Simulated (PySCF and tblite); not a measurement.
The numbers below are computed, except where a source is named.
System: C4H7FS2, numbered as in [CH2:1]=[CH:2][S:3][S:4][C@H:5]([CH3:6])[F:7].

For the rotation about the S3–S4 bond (torsion C2–S3–S4–C5 from 87° to 265°, rising): electronic barrier 9.60 kcal/mol, zero-point change -0.07 kcal/mol, thermal and entropy terms at 250 K a further 0.37 kcal/mol (symmetry numbers apart). The minimum is C1, the saddle C1. Geometries: GFN2-xTB; energies: PBE0/pcSseg-1 + D3(BJ); zero-point and thermal terms from GFN2-xTB harmonic modes (soft modes blended into free rotors). Rate constants are transition-state-theory values, counting equivalent paths, without tunnelling. (PySCF 2.14 with density fitting, tblite 0.8.)

Task: How many equivalent paths lead out of the minimum?

Result: 1: the symmetry number of the minimum is 1, that of the saddle displaced along its mode 1.

Task: Work out the rate at 250 K.

Result: ΔG‡ = 9.90 kcal/mol; k_B T/h = 5.2×10¹² s⁻¹; exp(−ΔG‡/RT) = 2.2×10⁻⁹; times 1 gives k = 1.2×10⁴ s⁻¹. Wigner's tunnelling factor for the 58i cm⁻¹ mode would be 1.00.
